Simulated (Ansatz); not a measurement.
Born–Oppenheimer molecular dynamics of ClF₅H₂OW (10 atoms, charge 0, multiplicity 1). It starts at the highest image of a converged band, a first-order saddle point between two minima.

All numbers below come from Ansatz 0.2.0, RKS BHLYP-D4/def2-SVP.

```json
{"ensemble": "NVE (velocity Verlet)", "time step": "0.5 fs", "steps asked": "200", "starting velocities drawn for": "300 K", "seed": "11940"}
```

Frames 0.5 fs apart, positions in Å, forces in eV/Å.

Velocities at 90 fs (Å/ps):

```
W -1.12 -1.63 -2.25
F 2.31 1.51 -1.25
F 5.19 -2.75 -3.38
O 3.69 -3.77 7.83
H 24.14 -17.20 8.07
F -6.59 -3.22 2.18
F -3.33 -0.18 0.17
F 0.88 0.67 2.13
Cl 4.27 12.24 8.02
H 1.14 19.16 -0.94
```

```xyz
10
Properties=species:S:1:pos:R:3:forces:R:3 time_fs=90 energy_less_start_eV=-0.472 T=758
W 0.029 0.051 -0.013 -1.77 1.09 -2.79
F 0.841 -0.490 1.460 1.25 -0.91 2.46
F 1.762 0.103 -0.643 0.37 -0.50 -0.11
O 0.093 1.896 -0.145 -0.05 0.63 -2.02
H 0.247 2.366 -1.006 -0.10 -0.66 1.47
F -1.427 0.502 1.002 -0.36 -0.27 0.35
F -0.798 -1.613 -0.208 0.53 0.25 0.37
F -0.400 0.019 -1.823 0.00 0.36 -0.04
Cl 1.343 2.828 2.245 -0.14 0.16 -0.19
H 1.922 2.326 3.250 0.28 -0.15 0.48
10
Properties=species:S:1:pos:R:3:forces:R:3 time_fs=90.5 energy_less_start_eV=-0.481 T=766
W 0.028 0.050 -0.014 -1.72 1.06 -2.61
F 0.842 -0.489 1.459 1.22 -0.90 2.42
F 1.765 0.101 -0.645 0.27 -0.49 -0.08
O 0.095 1.894 -0.141 -0.06 0.57 -1.90
H 0.259 2.356 -1.000 -0.09 -0.56 1.33
F -1.431 0.500 1.003 -0.27 -0.29 0.28
F -0.800 -1.613 -0.208 0.52 0.24 0.37
F -0.400 0.019 -1.822 -0.01 0.36 -0.10
Cl 1.345 2.834 2.249 -0.22 0.23 -0.34
H 1.923 2.335 3.250 0.37 -0.23 0.63
10
Properties=species:S:1:pos:R:3:forces:R:3 time_fs=91 energy_less_start_eV=-0.493 T=778
W 0.028 0.050 -0.015 -1.66 1.01 -2.42
F 0.843 -0.488 1.459 1.19 -0.88 2.35
F 1.767 0.100 -0.646 0.16 -0.49 -0.05
O 0.097 1.892 -0.138 -0.11 0.44 -1.62
H 0.271 2.345 -0.991 -0.05 -0.37 1.05
F -1.434 0.499 1.004 -0.17 -0.30 0.21
F -0.802 -1.613 -0.208 0.51 0.22 0.37
F -0.399 0.020 -1.821 -0.02 0.36 -0.15
Cl 1.347 2.840 2.253 -0.28 0.28 -0.44
H 1.925 2.344 3.251 0.42 -0.27 0.72
10
Properties=species:S:1:pos:R:3:forces:R:3 time_fs=91.5 energy_less_start_eV=-0.507 T=791
W 0.027 0.049 -0.017 -1.59 0.96 -2.21
F 0.845 -0.488 1.459 1.14 -0.85 2.27
F 1.770 0.098 -0.648 0.06 -0.49 -0.03
O 0.099 1.891 -0.135 -0.19 0.23 -1.22
H 0.283 2.334 -0.980 0.03 -0.12 0.63
F -1.437 0.497 1.006 -0.07 -0.32 0.13
F -0.803 -1.613 -0.208 0.51 0.21 0.36
F -0.399 0.020 -1.819 -0.03 0.37 -0.21
Cl 1.349 2.846 2.257 -0.30 0.30 -0.47
H 1.928 2.352 3.255 0.44 -0.29 0.75
10
Properties=species:S:1:pos:R:3:forces:R:3 time_fs=92 energy_less_start_eV=-0.518 T=801
W 0.027 0.048 -0.018 -1.51 0.90 -1.99
F 0.847 -0.487 1.459 1.09 -0.82 2.18
F 1.773 0.097 -0.650 -0.05 -0.49 0.00
O 0.101 1.889 -0.131 -0.31 -0.03 -0.72
H 0.294 2.322 -0.967 0.15 0.18 0.12
F -1.441 0.495 1.007 0.03 -0.33 0.05
F -0.804 -1.613 -0.207 0.50 0.20 0.36
F -0.399 0.021 -1.819 -0.04 0.37 -0.27
Cl 1.351 2.852 2.261 -0.28 0.28 -0.44
H 1.932 2.360 3.260 0.42 -0.27 0.71
10
Properties=species:S:1:pos:R:3:forces:R:3 time_fs=92.5 energy_less_start_eV=-0.524 T=806
W 0.026 0.047 -0.019 -1.43 0.84 -1.76
F 0.848 -0.487 1.460 1.03 -0.79 2.07
F 1.775 0.095 -0.651 -0.16 -0.48 0.03
O 0.102 1.887 -0.129 -0.44 -0.29 -0.18
H 0.306 2.311 -0.954 0.28 0.50 -0.43
F -1.444 0.493 1.008 0.13 -0.35 -0.02
F -0.806 -1.613 -0.207 0.49 0.18 0.35
F -0.398 0.021 -1.818 -0.04 0.37 -0.32
Cl 1.353 2.858 2.265 -0.23 0.23 -0.34
H 1.937 2.367 3.267 0.36 -0.22 0.60
10
Properties=species:S:1:pos:R:3:forces:R:3 time_fs=93 energy_less_start_eV=-0.524 T=807
W 0.025 0.046 -0.020 -1.34 0.78 -1.52
F 0.850 -0.487 1.461 0.97 -0.75 1.95
F 1.778 0.093 -0.653 -0.26 -0.48 0.06
O 0.104 1.885 -0.126 -0.59 -0.53 0.30
H 0.319 2.300 -0.941 0.43 0.77 -0.92
F -1.447 0.492 1.009 0.23 -0.36 -0.09
F -0.807 -1.613 -0.207 0.48 0.17 0.35
F -0.398 0.022 -1.817 -0.05 0.37 -0.38
Cl 1.355 2.865 2.269 -0.14 0.16 -0.19
H 1.942 2.373 3.275 0.27 -0.15 0.45
10
Properties=species:S:1:pos:R:3:forces:R:3 time_fs=93.5 energy_less_start_eV=-0.523 T=807
W 0.025 0.046 -0.022 -1.24 0.72 -1.27
F 0.852 -0.487 1.462 0.90 -0.70 1.82
F 1.781 0.091 -0.655 -0.36 -0.47 0.08
O 0.106 1.884 -0.123 -0.70 -0.67 0.64
H 0.333 2.292 -0.931 0.54 0.96 -1.26
F -1.451 0.490 1.010 0.32 -0.37 -0.17
F -0.808 -1.612 -0.206 0.47 0.15 0.34
F -0.397 0.022 -1.816 -0.06 0.37 -0.44
Cl 1.357 2.871 2.273 -0.04 0.07 -0.01
H 1.949 2.379 3.284 0.16 -0.06 0.26
10
Properties=species:S:1:pos:R:3:forces:R:3 time_fs=94 energy_less_start_eV=-0.526 T=809
W 0.024 0.045 -0.023 -1.13 0.65 -1.02
F 0.855 -0.487 1.464 0.82 -0.66 1.68
F 1.783 0.090 -0.657 -0.46 -0.47 0.11
O 0.107 1.882 -0.120 -0.75 -0.69 0.74
H 0.348 2.286 -0.924 0.60 1.03 -1.36
F -1.454 0.488 1.012 0.41 -0.38 -0.23
F -0.810 -1.612 -0.206 0.46 0.13 0.33
F -0.397 0.023 -1.815 -0.07 0.37 -0.49
Cl 1.359 2.877 2.277 0.08 -0.03 0.19
H 1.956 2.385 3.294 0.05 0.04 0.06
10
Properties=species:S:1:pos:R:3:forces:R:3 time_fs=94.5 energy_less_start_eV=-0.534 T=817
W 0.023 0.044 -0.024 -1.02 0.59 -0.77
F 0.857 -0.487 1.465 0.74 -0.61 1.54
F 1.786 0.088 -0.658 -0.55 -0.46 0.13
O 0.109 1.880 -0.116 -0.73 -0.57 0.58
H 0.364 2.282 -0.920 0.57 0.95 -1.20
F -1.457 0.486 1.013 0.50 -0.39 -0.30
F -0.811 -1.612 -0.205 0.45 0.11 0.32
F -0.397 0.024 -1.814 -0.08 0.37 -0.55
Cl 1.361 2.883 2.281 0.19 -0.12 0.38
H 1.962 2.391 3.304 -0.07 0.13 -0.14
10
Properties=species:S:1:pos:R:3:forces:R:3 time_fs=95 energy_less_start_eV=-0.545 T=828
W 0.022 0.043 -0.026 -0.90 0.53 -0.51
F 0.859 -0.487 1.467 0.66 -0.56 1.40
F 1.788 0.086 -0.660 -0.64 -0.46 0.16
O 0.110 1.878 -0.113 -0.63 -0.34 0.21
H 0.382 2.281 -0.920 0.47 0.76 -0.82
F -1.460 0.484 1.014 0.58 -0.40 -0.36
F -0.812 -1.612 -0.205 0.44 0.08 0.32
F -0.396 0.025 -1.813 -0.09 0.36 -0.61
Cl 1.363 2.889 2.284 0.29 -0.20 0.55
H 1.969 2.397 3.314 -0.17 0.21 -0.31
10
Properties=species:S:1:pos:R:3:forces:R:3 time_fs=95.5 energy_less_start_eV=-0.554 T=836
W 0.022 0.043 -0.027 -0.78 0.47 -0.26
F 0.862 -0.488 1.469 0.58 -0.51 1.24
F 1.791 0.084 -0.662 -0.73 -0.45 0.18
O 0.111 1.876 -0.110 -0.46 -0.04 -0.30
H 0.401 2.281 -0.921 0.30 0.50 -0.31
F -1.464 0.482 1.015 0.65 -0.40 -0.42
F -0.813 -1.612 -0.204 0.42 0.06 0.31
F -0.396 0.025 -1.813 -0.11 0.36 -0.67
Cl 1.365 2.896 2.288 0.38 -0.27 0.69
H 1.975 2.404 3.323 -0.26 0.27 -0.46
```

Of the whole run (100 fs, mean temperature of the second half 782 K): The conserved energy stayed within 0.12 meV per atom of its start (net change 0.0041 meV per atom), so the integration is sound. The kinetic energy rose, since the run started high on the potential surface and went downhill. It ends in pieces (ClH + F5HOW), so much of that is their flight and rotation, not heat. A run of 0.1 ps of so small a system gives no equilibrium averages. The orbitals stay closed-shell, which can raise the energy where a bond breaks towards radicals; this wasn't checked here.

The run took 11 min on 4 threads of Arm Neoverse V2, on a shared host, peak memory 0.47 GiB.
